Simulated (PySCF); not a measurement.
Molecular orbitals of SnS⁻

CAM-B3LYP at R = 2.340 Å; Sn def2-SVPD with ECP28, S def2-SVPD; scalar-relativistic core potentials (PySCF 2.14). State: ²Π (doublet), unpaired electrons π ↑. Only the outer orbitals are listed, counted within each symmetry, core potentials removing the inner ones.

| spin | orbital | occ. | ε (eV) | on Sn (%) | main shells (%) |
| --- | --- | --- | --- | --- | --- |
| α | 7σ | 1 | -14.35 | 10 | 88 S s |
| α | 8σ | 1 | -8.15 | 75 | 73 Sn s, 16 S p, 9 S s |
| α | 4π | 1 | -3.16 | 19 | 80 S p, 20 Sn p |
| α | 9σ | 1 | -3.15 | 46 | 54 S p, 30 Sn p, 15 Sn s |
| α | 4π | 1 | -2.85 | 16 | 83 S p, 15 Sn p |
| α | 5π | 1 | -0.22 | 80 | 74 Sn p, 19 S p |
| α | 5π | 0 | 3.40 | 83 | 74 Sn p, 15 S p, 9 Sn d |
| β | 7σ | 1 | -14.19 | 10 | 89 S s |
| β | 8σ | 1 | -7.53 | 72 | 70 Sn s, 19 S p, 9 S s |
| β | 9σ | 1 | -2.94 | 49 | 51 S p, 29 Sn p, 19 Sn s |
| β | 4π | 1 | -2.82 | 15 | 85 S p, 14 Sn p |
| β | 4π | 1 | -2.52 | 11 | 88 S p, 10 Sn p |
| β | 5π | 0 | 3.55 | 83 | 74 Sn p, 14 S p, 9 Sn d |
| β | 5π | 0 | 4.13 | 83 | 71 Sn p, 13 S p, 12 Sn d |

Q: Which are the highest filled and the lowest empty level, where do they sit, and how wide is the gap?

A: Highest filled α 5π at -0.22 eV (in %: 74 Sn p, 19 S p); lowest empty α 5π at 3.40 eV (in %: 74 Sn p, 15 S p, 9 Sn d); the gap at CAM-B3LYP is 3.62 eV. Both belong to one degenerate shell, split only by its one-sided filling, so this is no excitation gap. An empty level above zero is unbound, and its energy depends on the basis.

```json
{
  "bond order (Mayer)": "1.59",
  "⟨S²⟩": "0.755",
  "charge on Sn (Mulliken, basis-dependent)": "-0.02",
  "charge on Sn (Löwdin, basis-dependent)": "-0.16",
  "dipole moment (positive dipole points towards S; it is taken about the centre of mass and depends on that origin)": "-4.66 D",
  "polarisability along the bond": "136.1 bohr³",
  "polarisability across the bond": "88.6 bohr³"
}
```

Spin–orbit coupling is left out. The state was picked by a PBE0 search and need not be the measured ground state.
